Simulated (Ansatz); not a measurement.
Program: Ansatz. Geometries: PBE0-D4/def2-TZVP. ΔE: electronic, gas phase. CCSD(T)/CBS adds triple-zeta CCSD(T) − MP2 to the extrapolated MP2 energy (def2 sets, frozen cores). This one scheme is used for every species. One conformer a species, not always the lowest.

Consider the formal exchange of groups at the Si–C bond: `C#C[SiH2][AlH2]` + `C[SiH3]` → `C[SiH2][SiH2][AlH2]` + acetylene.

`C#C[SiH2][AlH2]`:

Cartesian coordinates in Å:
```
C 0.348 0.868 2.260
C 0.546 0.733 1.076
Si 0.716 0.419 -0.721
Al -1.090 -1.199 -1.116
H 0.192 1.002 3.306
H 2.090 -0.095 -0.974
H 0.570 1.716 -1.435
H -2.553 -0.690 -1.460
H -0.819 -2.753 -0.934
```

`C[SiH3]`:

```xyz
8

C     0.306    0.557    0.755
Si   -0.274   -0.499   -0.676
H     1.025    0.013    1.372
H    -0.534    0.847    1.389
H     0.789    1.468    0.394
H     0.873   -0.894   -1.537
H    -1.251    0.245   -1.516
H    -0.934   -1.738   -0.182
```

`C[SiH2][SiH2][AlH2]`:

Cartesian coordinates in Å:
```
C -1.372 0.888 -1.237
Si -1.339 -0.356 0.169
Si 0.629 -0.130 1.425
Al 2.561 -0.626 0.011
H -1.341 1.908 -0.848
H -2.283 0.778 -1.830
H -0.515 0.755 -1.900
H -1.398 -1.742 -0.381
H -2.535 -0.177 1.040
H 0.686 1.286 1.901
H 0.553 -1.007 2.630
H 3.440 -1.935 0.210
H 2.912 0.356 -1.190
```

`C#C`:

```xyz
4

C     0.230   -0.295   -0.468
C    -0.230    0.295    0.468
H     0.638   -0.819   -1.299
H    -0.638    0.819    1.299
```

| species | CCSD(T)/CBS(def2) energy (Eh) |
| --- | --- |
| `C#C[SiH2][AlH2]` | -610.12048 |
| `C[SiH3]` | -330.73916 |
| `C[SiH2][SiH2][AlH2]` | -863.62302 |
| `C#C` | -77.22717 |

(1) Work out ΔE.

Largest T1 diagnostic among the species: 0.013.

Results:

(1) ΔE = (-863.62302) + (-77.22717) − (-610.12048) − (-330.73916) = 0.00945 Eh = +24.8 kJ/mol.

In def2-TZVPP, CCSD(T) changes the Hartree–Fock value by −17.1 kJ/mol (the triples alone add −1.5 kJ/mol) and MP2 by −10.0 kJ/mol. The D4 term adds −5.1 kJ/mol with B3LYP and −3.2 kJ/mol with PBE0; it sums over pairs of atoms, weighted by their polarisabilities, and B3LYP, whose exchange is more repulsive, gets the larger term.

B3LYP here is the variant with VWN-RPA as its local correlation; programs differ in this.
